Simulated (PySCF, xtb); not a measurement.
CH5BFNO, SMILES CNB(O)F. The values are those of a single conformer.

Harmonic wavenumbers (cm⁻¹) from GFN2-xTB (xtb) at its own minimum, in rising order: 68, 147, 217, 388, 461, 474, 522, 594, 797, 919, 1067, 1112, 1128, 1243, 1339, 1416, 1469, 1478, 1504, 2938, 2962, 3017, 3480, 3661.

Problem. What does PBE-D3(BJ)/def2-SVP (PySCF) give at its own minimum? (Estimate from the structure and the level; the computed values follow.)

Solution. 62, 133, 231, 411, 425, 501, 534, 631, 799, 946, 1063, 1104, 1144, 1281, 1393, 1404, 1433, 1447, 1535, 2929, 2988, 3033, 3542, 3772. Paired by order, the mean absolute difference is 27 cm⁻¹ and the zero-point energies are 46.3 and 46.8 kcal/mol.
